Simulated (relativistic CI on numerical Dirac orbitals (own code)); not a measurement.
**Level scheme of Tl⁷⁷⁺**

These numbers are calculated, not measured: Dirac-Coulomb-Breit CI, separate exchange-only KLI orbitals for each configuration, QED by a radiative potential, unscaled Slater integrals (own radial code, finite nucleus).

Configurations in the expansion (outside the closed core 1s2): 2s², 2s2p, 2p², 2p3s, 2p3p, 2s3s, 2s3p, 2s3d, 2s4s, 2s4p, 2s4d, 2s4f, 3s², 3s3p, 3p². Levels of other configurations are missing.

| No. | Configuration | Term | J | E (eV) | % | Next component (%) |
| --- | --- | --- | --- | --- | --- | --- |
| 1 | 2s² | ¹S | 0 | 0.0 | 98 | 1 2p² ³P |
| 2 | 2s2p | ³P° | 0 | 204.6 | 100 |  |
| 3 | 2s2p | ³P° | 1 | 241.6 | 69 | 31 ¹P° |
| 4 | 2p² | ³P | 0 | 569.1 | 67 | 31 ¹S |
| 5 | 2s2p | ³P° | 2 | 2450.3 | 100 |  |
| 6 | 2s2p | ¹P° | 1 | 2552.9 | 69 | 31 ³P° |
| 7 | 2p² | ³P | 1 | 2764.9 | 100 |  |
| 8 | 2p² | ¹D | 2 | 2782.9 | 66 | 34 ³P |
| 9 | 2p² | ³P | 2 | 5025.9 | 66 | 34 ¹D |
| 10 | 2p² | ¹S | 0 | 5103.3 | 68 | 32 ³P |
| 11 | 2s3s | ³S | 1 | 13583.5 | 100 |  |
| 12 | 2s3s | ¹S | 0 | 13623.7 | 99 | 1 2p3p ³P |
| 13 | 2s3p | ³P° | 1 | 13677.4 | 66 | 33 ¹P° |
| 14 | 2s3p | ³P° | 0 | 13677.9 | 100 |  |
| 15 | 2p3s | ³P° | 0 | 13834.3 | 100 |  |
| 16 | 2p3s | ³P° | 1 | 13837.0 | 66 | 33 ¹P° |
| 17 | 2p3p | ³D | 1 | 13890.6 | 74 | 22 ¹P |
| 18 | 2p3p | ³P | 0 | 13954.9 | 67 | 32 ¹S |
| 19 | 2s3p | ³P° | 2 | 14342.3 | 100 |  |
| 20 | 2s3p | ¹P° | 1 | 14350.6 | 67 | 33 ³P° |
| 21 | 2s3d | ³D | 1 | 14379.1 | 100 |  |
| 22 | 2s3d | ³D | 2 | 14384.8 | 67 | 33 ¹D |
| 23 | 2s3d | ³D | 3 | 14553.9 | 100 |  |
| 24 | 2s3d | ¹D | 2 | 14563.1 | 46 | 20 ³D |
| 25 | 2p3p | ³P | 1 | 14582.3 | 49 | 30 ³S |
| 26 | 2p3p | ³D | 2 | 14592.9 | 34 | 21 2s3d ¹D |
| 27 | 2p3s | ³P° | 2 | 16106.0 | 100 |  |
| 28 | 2p3s | ¹P° | 1 | 16117.3 | 67 | 33 ³P° |
| 29 | 2p3p | ³P | 1 | 16188.2 | 51 | 28 ³S |
| 30 | 2p3p | ³D | 2 | 16189.3 | 49 | 34 ¹D |
| 31 | 2p3p | ³D | 3 | 16835.1 | 100 |  |
| 32 | 2p3p | ¹P | 1 | 16836.3 | 55 | 38 ³S |
| 33 | 2p3p | ³P | 2 | 16871.7 | 66 | 34 ¹D |
| 34 | 2p3p | ¹S | 0 | 16904.2 | 67 | 33 ³P |
| 35 | 2s4s | ³S | 1 | 18211.8 | 100 |  |
| 36 | 2s4s | ¹S | 0 | 18226.4 | 100 |  |
| 37 | 2s4p | ³P° | 0 | 18248.5 | 100 |  |
| 38 | 2s4p | ³P° | 1 | 18248.6 | 67 | 33 ¹P° |
| 39 | 2s4p | ³P° | 2 | 18525.7 | 100 |  |
| 40 | 2s4p | ¹P° | 1 | 18528.4 | 67 | 33 ³P° |
| 41 | 2s4d | ³D | 1 | 18540.4 | 100 |  |
| 42 | 2s4d | ³D | 2 | 18542.6 | 65 | 35 ¹D |
| 43 | 2s4d | ³D | 3 | 18615.1 | 100 |  |
| 44 | 2s4d | ¹D | 2 | 18621.7 | 65 | 35 ³D |
| 45 | 2s4f | ³F° | 3 | 18624.4 | 59 | 41 ¹F° |
| 46 | 2s4f | ³F° | 2 | 18624.8 | 100 |  |
| 47 | 2s4f | ³F° | 4 | 18659.8 | 100 |  |
| 48 | 2s4f | ¹F° | 3 | 18661.5 | 59 | 41 ³F° |

Energies count from the lowest computed level; ° marks odd parity.

The mean weight of the leading LS term, summed over parents, in these 48 levels is 79 %, and that of the leading jj configuration (from the same eigenvectors) 98 %, so jj coupling describes them better and the LS labels are nominal.

At this charge energies of transitions that change n are usually good to better than 1 %, and those within a shell (Δn = 0) to a few per cent.

LS names give the leading component of a level, which can be under half, so a name can repeat, a term be missing and a line seem to break the LS rules.
